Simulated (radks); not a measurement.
Values are calculated unless marked as measured or tabulated.
The bismuth ion Bi+ inside a hard spherical wall (all orbitals vanish at R), configuration held at [Hg] 6p2 and not refilled when levels cross. Code: a radial shooting solver on a logarithmic mesh with Libxc functionals. Model: scalar-relativistic Kohn-Sham, PBE, spin-polarised, spherical densities, finite nucleus; open shells are filled with parallel spins first (spin-orbit coupling, left out, can overturn this in heavy ions); Fermi nuclear charge, rms radius 5.5211 fm. Eigenvalues in eV for spin up, with the zero of energy where the potential of the charges vanishes at infinity; a dash marks a level that is unbound or too diffuse for the functional's potential to be trusted. A positive occupied level is held by the wall or, in an anion where self-interaction has pushed it up, behind a barrier. The pressure on the wall is -dE/dV.

| R (bohr) | E (hartree) | kinetic (hartree) | e(5p) | e(5d) | e(6s) | e(6p) | e(7s, empty) | e(6d, empty) | pressure (GPa) |
|---|---|---|---|---|---|---|---|---|---|
| free | -21524.0055 | 24394.920 | -103.95 | -35.229 | -22.603 | -12.038 | -5.072 | - | 0 |
| 20 | -21524.0055 | 24394.920 | -103.95 | -35.229 | -22.603 | -12.038 | -5.072 | - | < 0.0001 |
| 8 | -21524.0047 | 24394.929 | -103.91 | -35.186 | -22.569 | -12.000 | -4.188 | -2.889 | 0.0439 |
| 7 | -21524.0019 | 24394.955 | -103.80 | -35.078 | -22.484 | -11.896 | -3.070 | -2.208 | 0.263 |
| 6 | -21523.9891 | 24395.052 | -103.45 | -34.748 | -22.225 | -11.541 | -0.505 | -0.751 | 1.59 |
| 5 | -21523.9319 | 24395.414 | -102.47 | -33.815 | -21.454 | -10.357 | 5.723 | 2.627 | 10.4 |
| 4 | -21523.6571 | 24396.882 | -99.700 | -31.239 | -18.871 | -6.252 | 22.359 | 11.524 | 82.0 |
| 3.5 | -21523.2070 | 24399.060 | -96.646 | -28.429 | -15.397 | -0.930 | 40.630 | 21.381 | 261 |
| 2.5 | -21518.7202 | 24418.394 | -79.568 | -11.795 | 11.845 | 36.960 | 143.96 | 78.648 | 4190 |
| 1.5 | -21459.4456 | 24627.736 | 17.808 | 104.01 | 262.29 | 332.27 | 742.29 | 422.69 | 202000 |
